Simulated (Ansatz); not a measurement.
Mulliken charges of FHIIn, SMILES `[F][InH][I]` from ωB97M-V/def2-TZVPP in Ansatz (PBE0-D4/def2-TZVP geometry).

```json
{"atom": "F1", "x (Å)": "-1.651", "y (Å)": "-0.136", "z (Å)": "0.925", "charge (e)": "-0.483"}
{"atom": "In2", "x (Å)": "-0.066", "y (Å)": "0.158", "z (Å)": "-0.163", "charge (e)": "0.761"}
{"atom": "I3", "x (Å)": "1.914", "y (Å)": "-1.377", "z (Å)": "0.638", "charge (e)": "-0.244"}
{"atom": "H4", "x (Å)": "-0.141", "y (Å)": "1.295", "z (Å)": "-1.420", "charge (e)": "-0.034"}
```

Problem. By hand: the dipole of these point charges (1 e Å = 4.8032 D).

Solution. Σ q r = (0.285, 0.478, -0.678) e Å, of length 0.877 e Å = 4.21 D.

Problem. How does the dipole of the full density compare? (Estimate.)

Solution. The calculation gave: (0.240, 0.262, -0.412) e Å, 2.61 D; the point charges give 1.61 times that, at 8° from its direction.

Point charges leave out the atoms' own dipoles, such as those of lone pairs, and Mulliken's split depends on the basis, so the two needn't agree.
